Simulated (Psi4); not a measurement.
H$_{2}$BrF$_{2}$GeN (SMILES [NH2][Ge]([F])([F])[Br]), singlet, at a GFN2-xTB geometry, atoms displaced at random by about 0.03 Å a coordinate; B3LYP/STO-3G, gradient (Psi4 1.11).

Psi4 was given this input:
```
memory 2 GB

molecule mol {
0 1
  N     2.182802    0.120055    0.473742
  Ge    0.361619    0.442668    0.329551
  F    -0.243918    0.725908    1.857312
  F     0.230884    1.843910   -0.466177
  Br   -0.957354   -1.069331   -0.786560
  H     2.452354   -0.579987    1.085436
  H     2.742822    0.174539   -0.398348
symmetry c1
no_reorient
no_com
}

set basis sto-3g
set reference rks

gradient('b3lyp')
print_variables()
```

It wrote (shortened):

```
gradient() will perform analytic gradient computation.

   => Loading Basis Set <=

    Name: STO-3G
    Role: ORBITAL
    Keyword: BASIS

         ---------------------------------------------------------
                                   SCF
               by Justin Turney, Rob Parrish, Andy Simmonett
                          and Daniel G. A. Smith
                              RKS Reference
         ---------------------------------------------------------

  ==> Geometry <==

    Molecular point group: c1
    Full point group: C1

    Geometry (in Angstrom), charge = 0, multiplicity = 1:

       Center              X                  Y                   Z               Mass
    ------------   -----------------  -----------------  -----------------  -----------------
         N            2.182802000000     0.120055000000     0.473742000000    14.003074004430
         GE           0.361619000000     0.442668000000     0.329551000000    73.921177761000
         F           -0.243918000000     0.725908000000     1.857312000000    18.998403162730
         F            0.230884000000     1.843910000000    -0.466177000000    18.998403162730
         BR          -0.957354000000    -1.069331000000    -0.786560000000    78.918337600000
         H            2.452354000000    -0.579987000000     1.085436000000     1.007825032230
         H            2.742822000000     0.174539000000    -0.398348000000     1.007825032230

  Running in c1 symmetry.

  Rotational constants: A =      0.12057  B =      0.04205  C =      0.04111 [cm^-1]
  Rotational constants: A =   3614.52509  B =   1260.52935  C =   1232.37691 [MHz]
  Nuclear repulsion =  724.029699441007210

  Charge       = 0
  Multiplicity = 1
  Electrons    = 94
  Nalpha       = 47
  Nbeta        = 47

  ==> Algorithm <==

  SCF Algorithm Type is DF.
  DIIS enabled.
  MOM disabled.
  Fractional occupation disabled.
  Guess Type is SAD.
  Energy threshold   = 1.00e-08
  Density threshold  = 1.00e-08
  Integral threshold = 1.00e-12

  ==> Primary Basis <==

  Basis Set: STO-3G
    Blend: STO-3G
    Number of shells: 27
    Number of basis functions: 53
    Number of Cartesian functions: 55
    Spherical Harmonics?: true
    Max angular momentum: 2

  ==> DFT Potential <==

   => LibXC <=

    Version 7.1.2
    S. Lehtola, C. Steigemann, M. J. T. Oliveira, and M. A. L. Marques,  SoftwareX 7, 1–5 (2018) (10.1016/j.softx.2017.11.002)

   => Composite Functional: B3LYP <=

[...]
  @DF-RKS Final Energy: -4851.08894808038713
    Total Energy =                      -4851.0889480803862170
[...]
    Number of Cartesian functions: 1061
    Spherical Harmonics?: true
    Max angular momentum: 5

  ==> DFT Potential <==

   => LibXC <=

    Version 7.1.2
    S. Lehtola, C. Steigemann, M. J. T. Oliveira, and M. A. L. Marques,  SoftwareX 7, 1–5 (2018) (10.1016/j.softx.2017.11.002)

   => Composite Functional: B3LYP <=

    B3LYP Hyb-GGA Exchange-Correlation Functional

    P. J. Stephens, F. J. Devlin, C. F. Chabalowski, and M. J. Frisch,  J. Phys. Chem. 98, 11623 (1994) (10.1021/j100096a001)

    Deriv               =              1
    GGA                 =           TRUE
    Meta                =          FALSE

    Exchange Hybrid     =           TRUE
    MP2 Hybrid          =          FALSE

   => Exchange Functionals <=

    0.0800   Slater exchange
    0.7200         Becke 88

   => Exact (HF) Exchange <=

    0.2000               HF

   => Correlation Functionals <=

    0.1900   Vosko, Wilk & Nusair (VWN5_RPA)
    0.8100   Lee, Yang & Parr

   => LibXC Density Thresholds  <==

    XC_HYB_GGA_XC_B3LYP:  1.00E-15

   => Molecular Quadrature <=

    Radial Scheme          =       TREUTLER
    Pruning Scheme         =           NONE
    Nuclear Scheme         =       TREUTLER

    Blocking Scheme        =         OCTREE
    BS radius alpha        =              1
    Pruning alpha          =              1
    Radial Points          =             75
    Spherical Points       =            302
    Total Points           =         147125
    Total Blocks           =           1161
    Max Points             =            256
    Max Functions          =             45
    Weights Tolerance      =       1.00E-15

  -Total Gradient:
     Atom            X                  Y                   Z
    ------   -----------------  -----------------  -----------------
       1        0.084231194508    -0.074317929339     0.050375881479
       2       -0.056964129709     0.030178039729    -0.010786350340
       3        0.003314940094     0.002396356096    -0.007914237038
       4        0.003933339163    -0.031654650354     0.018313024659
       5       -0.000299740577     0.003283522492    -0.001093304136
       6       -0.031152677486     0.062452311706    -0.044965303863
       7       -0.002656129428     0.007635994934    -0.003766729846

  Variable Map:
  ----------------------------------------------------------------------------
[...]
  Array Variable Map:
  ----------------------------------------------------------------------------
[...]
[...]
```
